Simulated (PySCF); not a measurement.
C$_{6}$H$_{15}$O, charge +1, singlet, at a GFN2-xTB geometry. Base run: BLYP/STO-3G in PySCF.

PySCF was given this input:
```python
from pyscf import gto, scf, dft

mol = gto.M(
    atom='''
C     1.51690442   -1.41971904   -0.24378573
C     1.40505215   -0.07373810    0.48414863
C     2.01623325    1.03976375   -0.36381501
C    -0.02692007    0.26556411    0.93788271
C    -1.05411537    0.38736354   -0.17379600
C    -2.37166067    0.98323651    0.26509911
O    -1.34287486   -1.02525699   -0.61158989
H     0.99879037   -2.21740868    0.29055638
H     1.20911345   -1.35273697   -1.29212350
H     2.56418651   -1.71381692   -0.27863193
H     1.99290782   -0.14922192    1.40299502
H     1.54026238    1.12375991   -1.33877963
H     3.07020753    0.83878908   -0.53175862
H     1.93627406    1.99739621    0.14226544
H     0.00382205    1.21808948    1.46647643
H    -0.37865578   -0.48306837    1.65105011
H    -0.64768996    0.92780748   -1.03290850
H    -2.77234369    0.44338393    1.11865954
H    -2.22326304    2.01889486    0.55474022
H    -3.10154716    0.96724142   -0.54110959
H    -1.90738052   -1.04673974   -1.40881562
H    -0.45464738   -1.46513842   -0.74429878
''',
    basis='sto-3g',
    charge=1,
    verbose=4,
)

mf = dft.RKS(mol)
mf.xc = 'blyp'
mf.kernel()
mf.analyze()
```

Variants of this job, named by their change:

```tsv
change	ΔE vs base (µEh)	grid points	electrons on the grid
base	0.0	245912	57.99999
grids.level = 4	-1.5	435528	57.99999
grids.becke_scheme = stratmann	-2.8	245912	58.00000
grids.level = 1	55.3	73344	57.99973
grids.level = 7	-3.1	1358240	58.00000
grids.atom_grid = (50, 194)	45.9	145616	57.99980
grids.level = 2	0.9	159040	58.00000
grids.prune = dft.gen_grid.treutler_prune	4.7	210344	57.99998
small_rho_cutoff = 0	0.0	245912	57.99999
grids.atom_grid = (30, 110)	-28.8	54216	58.00023
grids.level = 5	-1.9	653952	57.99999
```
